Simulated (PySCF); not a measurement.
Isomers of C8H9P, one GFN2-xTB conformer each. Single-point energies are computed at PBE0/pcSseg-1 (PySCF, gas phase, no added dispersion term), electronic only.

**Question.** Rank them by PBE0/pcSseg-1 energy, lowest first (kJ/mol).
A. `[cH:1]1[cH:2][cH:3][c:4]2[c:5]([cH:6]1)[CH2:7][PH:8][CH2:9]2` with C4–C5–C7–P8 -19°, C5–C7–P8–C9 25°, C7–P8–C9–C4 -25°, C3–C4–C9–P8 -161°
B. `[cH:1]1[cH:2][cH:3][c:4]2[c:5]([cH:6]1)[CH2:7][CH2:8][PH:9]2` with C4–C5–C7–C8 -22°, C5–C7–C8–P9 32°, C7–C8–P9–C4 -27°, C3–C4–P9–C8 -164°
C. `[cH:1]1[cH:2][c:3]([CH:4]2[CH2:5][CH2:6]2)[cH:7][cH:8][p:9]1` with C2–C3–C4–C5 -145°
D. `[cH:1]1[cH:2][cH:3][c:4]([CH:5]2[CH2:6][CH2:7]2)[p:8][cH:9]1` with C3–C4–C5–C6 -145°
E. `[H]/[P:3]=[C:2](\[CH3:1])[c:4]1[cH:5][cH:6][cH:7][cH:8][cH:9]1` with C1–C2–C4–C5 -6°
F. `C=P12C=CC(C=C1)C=C2`
G. `[CH2:1]=[CH:2][c:3]1[cH:4][cH:5][cH:6][c:7]([CH3:8])[p:9]1` with C1–C2–C3–C4 5°
H. `[cH:1]1[cH:2][p:3][cH:4][c:5]([CH:6]2[CH2:7][CH2:8]2)[cH:9]1` with C4–C5–C6–C7 -144°

**Answer.** A (0.0), B (4.1), E (97.6), G (105.6), C (123.6), H (124.6), D (126.4), F (393.1).

As drawn, the lowest has an aromatic ring, which the highest lacks; the highest has a C=C bond outside aromatic rings, which the lowest lacks. Neighbours under 10 kJ/mol apart (c1ccc2c(c1)CPC2 and c1ccc2c(c1)CCP2; [H]/P=C(\C)c1ccccc1 and C=Cc1cccc(C)p1; c1cc(C2CC2)ccp1 and c1cpcc(C2CC2)c1; c1cpcc(C2CC2)c1 and c1ccc(C2CC2)pc1) can change places with a better method, another conformer or zero-point energy. GFN2-xTB itself gives, in the same order: 0.0, 6.9, 106.4, 145.0, 133.6, 133.3, 130.2, 344.4. Both levels put the same isomer lowest; measured from each level's own lowest isomer, the values differ by up to 48.7 kJ/mol (C=P12C=CC(C=C1)C=C2: 344.4 against 393.1).

**Question.** Which frontier levels, dipoles and rotational constants go with these structures?

**Answer.** 
```csv
SMILES,"HOMO (eV, PBE0/pcSseg-1)",LUMO (eV),dipole (D),"A, B, C (MHz)"
c1ccc2c(c1)CPC2,-6.81,-0.29,0.95,"3328, 1086, 845.4"
c1ccc2c(c1)CCP2,-6.77,-0.42,1.47,"2858, 1229, 883.6"
[H]/P=C(\C)c1ccccc1,-6.41,-2.11,1.73,"2944, 956.1, 726.0"
C=Cc1cccc(C)p1,-6.62,-1.66,1.62,"2995, 1008, 758.2"
c1cc(C2CC2)ccp1,-6.64,-1.33,2.53,"3906, 837.9, 729.3"
c1cpcc(C2CC2)c1,-6.91,-1.41,2.22,"3451, 890.5, 749.4"
c1ccc(C2CC2)pc1,-6.71,-1.43,1.44,"3151, 1060, 845.1"
C=P12C=CC(C=C1)C=C2,-5.36,-1.03,3.78,"2588, 1440, 1434"
```
